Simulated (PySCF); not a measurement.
C₅H₈OS₂Si.
SMILES with atom numbers: `[CH3:1][O:2][c:3]1[s:4][cH:5][cH:6][c:7]1[S:8][SiH3:9]`

Probes without a nucleus sit at each ring's centroid and 1 Å off its mean plane on both sides; NICS is minus the shielding there, NICSzz its component along the normal. Level: GIAO PBE0/pcSseg-1 (PySCF, non-relativistic, gas phase) on the GFN2-xTB geometry, one conformer.

Ring bond lengths (Å), with Mayer bond orders in brackets: C3–S4 1.739 (1.12), S4–C5 1.727 (1.13), C5–C6 1.351 (1.61), C6–C7 1.420 (1.24), C7–C3 1.364 (1.45).

Task: What do the NICS probes read (ppm)?

Result: 
| ring | type | NICS(0) | NICS(1), two faces | NICS(1)zz, two faces | rms pucker (Å) | centre to ring atoms, mean (Å) |
| --- | --- | --- | --- | --- | --- | --- |
| C3–S4–C5–C6–C7 | 5-membered ring with S; formal bonds all aromatic | -12.9 | -10.3 / -10.1 | -21.8 / -21.6 | 0.00 | 1.29 |

Task: What can be read from them?

Result: 
- C3–S4–C5–C6–C7: mean NICS(1)zz -21.7 ppm, shielded. The ring is flat and has no four-coordinate atom; by the NICS criterion it is aromatic.

Task: What does the geometric index give? HOMA = 1 − mean of α(R − Ropt)² over the ring bonds, with Krygowski's 1993 parameters (CC: Ropt 1.388 Å, α 257.7 Å⁻²; CS: Ropt 1.677 Å, α 94.09 Å⁻²).

Result: 
- C3–S4–C5–C6–C7: HOMA 0.73; the largest term is that of C3–S4, α(R − Ropt)² = 0.36. The geometric and the magnetic index point the same way.

Task: List the ring angles and the Hirshfeld charges of the ring atoms.

Result: 
- C3–S4–C5–C6–C7: C3 111.7° (+0.030 e), S4 90.7° (+0.090 e), C5 112.2° (-0.093 e), C6 113.1° (-0.075 e), C7 112.3° (-0.068 e); sum 540.0° against 540° for a flat convex ring.

Task: How shielded are the nuclei of the rings and their hydrogens (means over atoms taken as equivalent)?

Result: 
```json
{"atoms": "C3", "environment": "aromatic carbon bearing oxygen", "σ isotropic (ppm)": "22.3", "principal values of the symmetric part, first atom (ppm)": "-37.1, 37.4, 66.7"}
{"atoms": "S4", "environment": "thiophene-type sulfur", "σ isotropic (ppm)": "321.8", "principal values of the symmetric part, first atom (ppm)": "204.5, 343.6, 417.2"}
{"atoms": "C5", "environment": "aromatic CH next to a ring sulfur", "σ isotropic (ppm)": "70.0", "principal values of the symmetric part, first atom (ppm)": "-16.9, 79.6, 147.2"}
{"atoms": "C6", "environment": "aromatic CH carbon", "σ isotropic (ppm)": "53.6", "principal values of the symmetric part, first atom (ppm)": "-26.1, 46.4, 140.5"}
{"atoms": "C7", "environment": "substituted aromatic carbon", "σ isotropic (ppm)": "73.9", "principal values of the symmetric part, first atom (ppm)": "19.4, 67.5, 134.7"}
{"atoms": "H on C5", "environment": "aromatic hydrogen", "σ isotropic (ppm)": "25.26", "principal values of the symmetric part, first atom (ppm)": "21.7, 25.0, 29.1"}
{"atoms": "H on C6", "environment": "aromatic hydrogen", "σ isotropic (ppm)": "24.81", "principal values of the symmetric part, first atom (ppm)": "20.8, 26.5, 27.1"}
```

The run took 44 s wall on one thread, Arm Neoverse V2 (aarch64), no GPU, on a shared host, and the process peaked at 0.96 GiB of memory. This is the whole shielding run at PBE0/pcSseg-1, SCF included.

Conformer computed: `[CH3:1][O:2][c:3]1[s:4][cH:5][cH:6][c:7]1[S:8][SiH3:9]`: C1–O2–C3–S4 -13°, C6–C7–S8–Si9 159°.
